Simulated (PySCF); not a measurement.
## [Dy(S2)]+: one run

[Dy(S2)]+ (singlet in the valence; each metal's 4f electrons, 9 of them, lie in its core potential, out of spins and levels). PySCF 2.14.0, RKS PBE0, Dy lcecp-1-SVP with ECP55, S def2-SVP; non-relativistic Hamiltonian with scalar-relativistic core potentials where named; density fitting; no spin-orbit coupling. Purpose: all atoms moved at random, sigma 0.1 A.

```python
mol = gto.M(atom='''
Dy     0.08545    -0.09910    -0.72420
S      1.08738    -0.04753     1.85050
S     -1.17284     0.14663     1.76829''',
    basis={'Dy': 'lcecp-1-SVP', 'S': 'def2-SVP'},
    ecp={'Dy': 'lcecp-1-SVP'},
    charge=1, spin=0)
mf = dft.RKS(mol, xc='PBE0')
mf.grids.atom_grid = (50, 194)  # f atoms: unpruned, at least (60, 302)
mf = mf.density_fit()  # fitting sets: Dy AutoAux, S def2-universal-JKFIT
mf.conv_tol = 1e-08; mf.max_cycle = 55
mf.kernel(dm0)  # dm0: converged density of the relaxed state
mf.nuc_grad_method().kernel()
```

Run from Python with OMP_NUM_THREADS=2; the lines above give its settings. Where DIIS fails, smearing, a level shift and second-order steps follow.
It took 1.7 s on 2 threads of Arm Neoverse V1, on a shared host, from an already converged density.

**Question.** Where do the frontier levels lie, over both spins?

**Answer.** HOMO -10.19 eV, LUMO -8.13 eV. The 4f levels lie in the core potential and are missing.

**Question.** What are the Mulliken charges and spins?

**Answer.** 
| atom | charge (e) | spin (e) |
| --- | --- | --- |
| Dy1 | 1.280 | 0.000 |
| S2 | -0.140 | 0.000 |
| S3 | -0.140 | 0.000 |
The spin of the 4f electrons in the core isn't counted.

**Question.** What forces act on the atoms (eV/Å)?

**Answer.** 
```
Dy  -0.27  0.29  4.98
S   -1.98  0.04 -2.54
S    2.25 -0.33 -2.44
```
Forces carry noise of the integration grid, about 0.01 to 0.03 eV/Å.

**Question.** How does its energy compare with the relaxed singlet of charge +1 in vacuum?

**Answer.** It lies 1.344 eV higher.

An lcecp potential fixes the number of 4f electrons, so in runs with it no electron can move into or out of that shell.
